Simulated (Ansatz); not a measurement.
C3H6F3N (`CNCC(F)(F)F`), one more setting.

```yaml
crystal:
  periodic: [false, false, false]
  atoms:
    - {symbol: C, position_ang: [-0.101271, -1.918051, 0.033197]}
    - {symbol: N, position_ang: [0.078449, -0.583280, 0.560872]}
    - {symbol: C, position_ang: [-0.035984, 0.435989, -0.444949]}
    - {symbol: C, position_ang: [0.282085, 1.797344, 0.122962]}
    - {symbol: F, position_ang: [1.539701, 1.898668, 0.551592]}
    - {symbol: F, position_ang: [0.093879, 2.746938, -0.803986]}
    - {symbol: F, position_ang: [-0.518493, 2.091099, 1.162286]}
    - {symbol: H, position_ang: [0.710931, -2.149064, -0.661256]}
    - {symbol: H, position_ang: [-1.053073, -2.064724, -0.502934]}
    - {symbol: H, position_ang: [-0.052678, -2.640511, 0.849013]}
    - {symbol: H, position_ang: [-0.582505, -0.406919, 1.306446]}
    - {symbol: H, position_ang: [0.689231, 0.246410, -1.241224]}
    - {symbol: H, position_ang: [-1.029872, 0.511502, -0.917321]}
basis:
  gaussian: {orbitals: def2-TZVP}
hamiltonian: {xc: {name: r2SCAN50}}
scf: {lower_state_search: light}
output: {forces: true}
```

```sh
$ ansatz run in.yaml --threads 2 --pin off --events-out ev --progress --plain --max-ram 20480MiB --backend cpu
```

Output, abridged:

```
Functional definition: r2SCAN50
1621 factors; their error is unknown
mean field evaluation 1: about -12840.3654 eV, gradient 5.6e1 eV
mean field evaluation 2: about -12841.5092 eV, gradient 5.1e1 eV
mean field evaluation 4: about -12845.9805 eV, gradient 1.8e0 eV
mean field evaluation 8: about -12845.9909 eV, gradient 8.4e-2 eV
mean field evaluation 16: about -12846.0703 eV, gradient 3.8e-4 eV
mean field -12846.07025906 eV, -472.0843746412 hartree, gradient 2.0e-5 eV, S^2 0.000000; 0 other end points of the search recorded, 0 dependent functions left out
reference -12846.07026507 eV, -472.0843748623 hartree; 29, 29 occupied and 224, 224 virtual orbitals, 1621 factors
Total energy: -12846.07026507 eV, -472.0843748623 hartree
Atom 0 at    -0.101271    -1.918051     0.033197 Å, force     0.013692    -0.013543    -0.029167 eV/Å
Atom 1 at     0.078449    -0.583280     0.560872 Å, force    -0.365134     0.080066    -0.033420 eV/Å
Atom 2 at    -0.035984     0.435989    -0.444949 Å, force     0.014128     0.019092    -0.017560 eV/Å
Atom 3 at     0.282085     1.797344     0.122962 Å, force     0.089714     0.423687     0.197093 eV/Å
Atom 4 at     1.539701     1.898668     0.551592 Å, force    -0.945520    -0.029209    -0.307828 eV/Å
Atom 5 at     0.093879     2.746938    -0.803986 Å, force     0.152400    -0.669553     0.717713 eV/Å
Atom 6 at    -0.518493     2.091099     1.162286 Å, force     0.609613    -0.183692    -0.760564 eV/Å
Atom 7 at     0.710931    -2.149064    -0.661256 Å, force    -0.234201     0.085460     0.209014 eV/Å
Atom 8 at    -1.053073    -2.064724    -0.502934 Å, force     0.286760     0.077890     0.176014 eV/Å
Atom 9 at    -0.052678    -2.640511     0.849013 Å, force    -0.013400     0.226427    -0.233653 eV/Å
Atom 10 at    -0.582505    -0.406919     1.306446 Å, force     0.285843    -0.076395    -0.343030 eV/Å
Atom 11 at     0.689231     0.246410    -1.241224 Å, force    -0.196898     0.072950     0.245734 eV/Å
Atom 12 at    -1.029872     0.511502    -0.917321 Å, force     0.303003    -0.013181     0.179654 eV/Å
Dipole moment:    -0.283954    -0.508318    -0.190732 e Å
```

Hardware: 2 threads of an AMD EPYC 7R13 on a shared host. Wall time 16 s, peak host memory 0.84 GiB.
